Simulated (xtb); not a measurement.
xtb job for C₄HCl₂F, SMILES C#CC(F)=C(Cl)Cl, GFN2-xTB. 

```
$ xtb mol.xyz --gfn 2 --sp --chrg 0 --uhf 0 --json
$ cat mol.xyz
8

C     -0.16536346     3.10583519    -0.00000000
C      0.19776209     1.96073477     0.00000000
C      0.68473608     0.63928971     0.00000000
F      2.02472540     0.50262757    -0.00000000
C     -0.09288504    -0.45592478    -0.00000000
Cl    -1.80027689    -0.31150029    -0.00000000
Cl     0.53795422    -2.04854117     0.00000000
H     -0.50854137     4.09744721     0.00000000
```

It prints:

```
[banner left out]
          |                Calculation Setup                |
           -------------------------------------------------



           -------------------------------------------------
          |                 G F N 2 - x T B                 |
           -------------------------------------------------

        Reference                      10.1021/acs.jctc.8b01176
      * Hamiltonian:
        H0-scaling (s, p, d)           1.850000    2.230000    2.230000
        zeta-weighting                 0.500000
      * Dispersion:
        s8                             2.700000
        a1                             0.520000
        a2                             5.000000
        s9                             5.000000
      * Repulsion:
        kExp                           1.500000    1.000000
        rExp                           1.000000
      * Coulomb:
        alpha                          2.000000
        third order                    shell-resolved
        anisotropic                    true
        a3                             3.000000
        a5                             4.000000
        cn-shift                       1.200000
        cn-exp                         4.000000
        max-rad                        5.000000


          ...................................................
          :                      SETUP                      :
          :.................................................:
          :  # basis functions                  41          :
          :  # atomic orbitals                  39          :
          :  # shells                           17          :
          :  # electrons                        38          :
          :  max. iterations                   250          :
          :  Hamiltonian                  GFN2-xTB          :
          :  restarted?                      false          :
          :  GBSA solvation                  false          :
          :  PC potential                    false          :
          :  electronic temp.          300.0000000     K    :
          :  accuracy                    1.0000000          :
          :  -> integral cutoff          0.2500000E+02      :
          :  -> integral neglect         0.1000000E-07      :
          :  -> SCF convergence          0.1000000E-05 Eh   :
          :  -> wf. convergence          0.1000000E-03 e    :
          :  Broyden damping             0.4000000          :
          :  net charge                          0          :
          :  unpaired electrons                  0          :
          ...................................................

 iter      E             dE          RMSdq      gap      omega  full diag
   1    -23.0166882 -0.230167E+02  0.794E+00    3.60       0.0  T
   2    -23.0283539 -0.116657E-01  0.489E+00    3.36       1.0  T
   3    -22.9788031  0.495508E-01  0.277E+00    3.59       1.0  T
   4    -23.0322663 -0.534631E-01  0.758E-01    3.43       1.0  T
   5    -23.0352841 -0.301783E-02  0.230E-01    3.41       1.0  T
   6    -23.0354945 -0.210372E-03  0.165E-01    3.41       1.0  T
   7    -23.0355763 -0.818405E-04  0.789E-02    3.41       1.0  T
   8    -23.0355885 -0.121677E-04  0.501E-02    3.41       1.0  T
   9    -23.0355952 -0.675274E-05  0.254E-02    3.41       1.4  T
  10    -23.0355972 -0.195899E-05  0.125E-02    3.41       2.8  T
  11    -23.0355977 -0.501440E-06  0.871E-03    3.41       4.1  T
  12    -23.0355981 -0.402422E-06  0.489E-03    3.41       7.2  T
  13    -23.0355982 -0.149557E-06  0.167E-03    3.41      21.2  T
  14    -23.0355983 -0.738354E-08  0.105E-03    3.41      33.8  T
  15    -23.0355983 -0.454672E-08  0.457E-04    3.41      77.4  T
  16    -23.0355983 -0.367947E-09  0.120E-04    3.41     294.7  T

   *** convergence criteria satisfied after 16 iterations ***

         #    Occupation            Energy/Eh            Energy/eV
      -------------------------------------------------------------
         1        2.0000           -1.0869006             -29.5761
       ...           ...                  ...                  ...
        13        2.0000           -0.4977471             -13.5444
        14        2.0000           -0.4754017             -12.9363
        15        2.0000           -0.4626194             -12.5885
        16        2.0000           -0.4583686             -12.4728
        17        2.0000           -0.4567847             -12.4297
        18        2.0000           -0.4474119             -12.1747
        19        2.0000           -0.4107074             -11.1759 (HOMO)
        20                         -0.2853106              -7.7637 (LUMO)
        21                         -0.2129580              -5.7949
        22                         -0.1953737              -5.3164
        23                         -0.1430307              -3.8921
        24                         -0.1418022              -3.8586
       ...                                ...                  ...
        39                          1.4009050              38.1206
      -------------------------------------------------------------
                  HL-Gap            0.1253968 Eh            3.4122 eV
             Fermi-level           -0.3480090 Eh           -9.4698 eV

 SCC (total)                   0 d,  0 h,  0 min,  0.010 sec
 SCC setup                      ...        0 min,  0.000 sec (  1.897%)
 Dispersion                     ...        0 min,  0.000 sec (  0.664%)
 classical contributions        ...        0 min,  0.000 sec (  0.310%)
 integral evaluation            ...        0 min,  0.001 sec ( 12.688%)
 iterations                     ...        0 min,  0.006 sec ( 61.881%)
 molecular gradient             ...        0 min,  0.002 sec ( 21.286%)
 printout                       ...        0 min,  0.000 sec (  1.096%)

         :::::::::::::::::::::::::::::::::::::::::::::::::::::
         ::                     SUMMARY                     ::
         :::::::::::::::::::::::::::::::::::::::::::::::::::::
         :: total energy             -22.804124216251 Eh    ::
         :: gradient norm              0.000405988155 Eh/a0 ::
         :: HOMO-LUMO gap              3.412219638227 eV    ::
         ::.................................................::
         :: SCC energy               -23.035597657173 Eh    ::
         :: -> isotropic ES            0.016385252955 Eh    ::
         :: -> anisotropic ES         -0.002270387426 Eh    ::
         :: -> anisotropic XC          0.005374205617 Eh    ::
         :: -> dispersion             -0.006923055800 Eh    ::
         :: repulsion energy           0.231473440922 Eh    ::
         :: add. restraining           0.000000000000 Eh    ::
         :: total charge               0.000000000000 e     ::
         :::::::::::::::::::::::::::::::::::::::::::::::::::::

           -------------------------------------------------
          |                Property Printout                |
           -------------------------------------------------

    * Orbital Energies and Occupations

         #    Occupation            Energy/Eh            Energy/eV
      -------------------------------------------------------------
         1        2.0000           -1.0869006             -29.5761
       ...           ...                  ...                  ...
         7        2.0000           -0.5911714             -16.0866
         8        2.0000           -0.5714229             -15.5492
         9        2.0000           -0.5650096             -15.3747
        10        2.0000           -0.5439698             -14.8022
        11        2.0000           -0.5272884             -14.3482
        12        2.0000           -0.5135672             -13.9749
        13        2.0000           -0.4977471             -13.5444
        14        2.0000           -0.4754017             -12.9363
        15        2.0000           -0.4626194             -12.5885
        16        2.0000           -0.4583686             -12.4728
        17        2.0000           -0.4567847             -12.4297
        18        2.0000           -0.4474119             -12.1747
        19        2.0000           -0.4107074             -11.1759 (HOMO)
        20                         -0.2853106              -7.7637 (LUMO)
        21                         -0.2129580              -5.7949
        22                         -0.1953737              -5.3164
        23                         -0.1430307              -3.8921
        24                         -0.1418022              -3.8586
        25                         -0.0219394              -0.5970
        26                         -0.0160081              -0.4356
        27                         -0.0151977              -0.4135
        28                         -0.0150725              -0.4101
        29                         -0.0134503              -0.3660
        30                         -0.0113917              -0.3100
       ...                                ...                  ...
        39                          1.4009050              38.1206
      -------------------------------------------------------------
                  HL-Gap            0.1253968 Eh            3.4122 eV
             Fermi-level           -0.3480090 Eh           -9.4698 eV

     #   Z          covCN         q      C6AA      α(0)
     1   6 C        1.909    -0.061    32.764     9.244
     2   6 C        1.974    -0.007    31.237     9.026
     3   6 C        2.838     0.174    24.263     8.072
     4   9 F        0.789    -0.188    11.116     3.938
     5   6 C        2.776     0.138    24.974     8.185
     6  17 Cl       1.079    -0.091   102.012    15.452
     7  17 Cl       1.065    -0.078   101.600    15.421
     8   1 H        0.928     0.113     1.667     2.019

 Mol. C6AA /au·bohr⁶  :       2108.503116
 Mol. C8AA /au·bohr⁸  :      68804.920617
 Mol. α(0) /au        :         71.357677


Wiberg/Mayer (AO) data.
largest (>0.10) Wiberg bond orders for each atom

 ---------------------------------------------------------------------------
     #   Z sym  total        # sym  WBO       # sym  WBO       # sym  WBO
 ---------------------------------------------------------------------------
     1   6 C    3.968 --     2 C    2.815     8 H    0.965     5 C    0.110
     2   6 C    3.980 --     1 C    2.815     3 C    1.111
     3   6 C    3.894 --     5 C    1.638     2 C    1.111     4 F    0.967
     4   9 F    1.124 --     3 C    0.967
     5   6 C    3.878 --     3 C    1.638     7 Cl   1.029     6 Cl   1.018
                             1 C    0.110
     6  17 Cl   1.192 --     5 C    1.018
     7  17 Cl   1.214 --     5 C    1.029
     8   1 H    0.986 --     1 C    0.965
 ---------------------------------------------------------------------------

Topologies differ in total number of bonds
Writing topology from bond orders to xtbtopo.mol

molecular dipole:
                 x           y           z       tot (Debye)
 q only:       -0.382       0.762       0.000
   full:       -0.489       0.544       0.000       1.860
molecular quadrupole (traceless):
                xx          xy          yy          xz          yz          zz
 q only:       -5.297      -1.514       5.343       0.000       0.000      -0.046
  q+dip:       -8.250      -3.168      10.093       0.000      -0.000      -1.843
   full:       -6.841      -2.874       7.679       0.000      -0.000      -0.838


           -------------------------------------------------
          | TOTAL ENERGY              -22.804124216251 Eh   |
          | GRADIENT NORM               0.000405988155 Eh/α |
          | HOMO-LUMO GAP               3.412219638227 eV   |
           -------------------------------------------------

------------------------------------------------------------------------
Note: The following floating-point exceptions are signalling: IEEE_UNDERFLOW_FLAG IEEE_DENORMAL
normal termination of xtb
------------------------------------------------------------------------
 total:
 SCF:
```

The run converged.
